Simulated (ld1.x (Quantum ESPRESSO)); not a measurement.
How hard is this In (Z = 49) PAW potential?

ld1.x (Quantum ESPRESSO) 7.5 input, shortened:

```
&input
   title='In', zed=49., rel=1, dft='PBE', iswitch=3,
   config='[Kr] 4d10 5s1.75 5p1.25'
 /
 &inputp
   pseudotype=3, lpaw=.true., tm=.true., lloc=-2, rcloc=2.00,
   nlcc=.true., new_core_ps=.true., rcore=2.45,
   which_augfun='PSQ', rmatch_augfun_nc=.true.
 /
4
5S  1  0   1.75   0.00  1.90  2.45  0.0
5S  1  0   0.00   0.80  1.90  2.45  0.0
5P  2  1   1.25   0.00  2.70  3.05  0.0
5P  2  1   0.00   0.55  2.70  3.05  0.0
 &test
   configts(1)='5s1.75 5p1.25'
 /
```

The pseudo-atom Hamiltonian at the reference potential is diagonalised in spherical Bessel functions j_l(qr) that vanish at 20 bohr, with q² up to the cutoff. All-electron valence levels (Ry): 5s -0.6228, 5p -0.1987.

Q: How do the lowest levels (Ry) of each channel move with the cutoff, and are there ghosts?

A:

| cutoff (Ry) | s #1 | p #1 | p #2 | d #1 | d #2 | f #1 | f #2 | Σ f·Δε (mRy) |
| --- | --- | --- | --- | --- | --- | --- | --- | --- |
| 8 | -0.6227 | -0.1986 | 0.0223 | 0.0333 | 0.1038 | 0.0987 | 0.2185 | 0.3 |
| 10 | -0.6227 | -0.1987 | 0.0223 | 0.0330 | 0.1029 | 0.0987 | 0.2185 | 0.2 |
| 400 | -0.6228 | -0.1987 | 0.0223 | 0.0327 | 0.1023 | 0.0987 | 0.2185 | 0.0 |

Result: no extra level below or beside the all-electron valence levels (s, p, d, f tested); 10 mRy is reached at 6 Ry and 1 mRy at 6 Ry.

Test run stopped at test 7 of 7 (negative rho).
